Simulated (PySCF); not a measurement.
W(O)2(NH2)2 (H₄N₂O₂W), SMILES [NH2][W](=[O])(=[O])[NH2], multiplicity 1. Heavy atoms are numbered as in [W:1](=[O:2])(=[O:3])([NH2:4])[NH2:7]. Hydrogens are named by the atom that carries them.

The structure is a stationary point at B3LYP-D3(BJ)/def2-SVP. The spin state was assumed, not searched. The def2 effective core potentials stand for the cores of W; spin–orbit coupling is left out. Other conformers were not sampled.

Computed with PySCF with PBE/def2-TZVP.

ESP charges are fitted to the potential on shells at 1.4 to 2.0 van der Waals radii. Atomic charges (e), one atom of each kind:

| atom | Mulliken | Löwdin | ESP fit |
|---|---|---|---|
| W1 | 1.24 | ___ | 1.65 |
| O2 | -0.45 | ___ | -0.55 |
| N4 (NH2) | -0.68 | ___ | -1.15 |
| H on N4 | 0.26 | ___ | 0.44 |

Question: What belongs in the gaps? (Estimate from the structure and the level; the computed values follow.)

Answer: 
- W1, Löwdin: 0.67
- O2, Löwdin: -0.29
- N4 (NH2), Löwdin: -0.37
- H on N4, Löwdin: 0.16
